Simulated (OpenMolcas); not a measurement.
**2s² 2p along the 5-electron sequence**

```
Program             : OpenMolcas
Method              : RASSCF
Basis               : ANO-R3
Scalar Hamiltonian  : X2C, finite nucleus
Spin-orbit coupling : RASSI with atomic mean-field integrals over the reference wave functions, term energies averaged over their components
```

Active space for each ion: 1 electron in 9 orbitals (RAS2 2p; RAS3 3s 3d, at most 1 electron).

Computed levels in cm-1 above ²P°_1/2:

```json
{"Level": "²P°_3/2", "N2+": "173", "O3+": "383", "F4+": "740", "Ne5+": "1301"}
{"Level": "weight of ²P° in the lowest level (%)", "N2+": "100", "O3+": "100", "F4+": "100", "Ne5+": "100"}
```

Measured, with the error of the calculation in %. Measured levels: N2+ from Moore, Selected Tables of Atomic Spectra, NSRDS-NBS 3, section 5; O3+ from Moore, Selected Tables of Atomic Spectra, NSRDS-NBS 3, section 10; F4+ from Moore, Atomic Energy Levels, vol. I, NSRDS-NBS 35 (1971 reprint of NBS Circular 467, 1949); Ne5+ from NIST levels in Podobedova, Fuhr, Reader and Wiese, J. Phys. Chem. Ref. Data 33, 525 (2004).

```csv
Level,N2+,O3+,F4+,Ne5+
²P°_3/2,174 (-1.0),386 (-0.7),746 (-0.8),1310 (-0.7)
```

The fine-structure level ²P°_3/2 changes by a factor of 7.52 from N2+ to Ne5+. Its fourth root runs 3.63, 4.42, 5.22, 6.01, with steps per unit of Z of 0.80, 0.79, 0.79; equal steps would mean a (Z - σ)^4 law with constant σ.

With one active electron the reference holds no correlation, so core polarisation is missing. Measured partners are found by configuration, term and J. A level has none where our copy of the source lacks it or the pairing is in doubt (some pairs that miss far off the trend of their configuration count as doubtful), and it then counts in no deviation. Only configurations of the active space appear.

° marks odd parity.
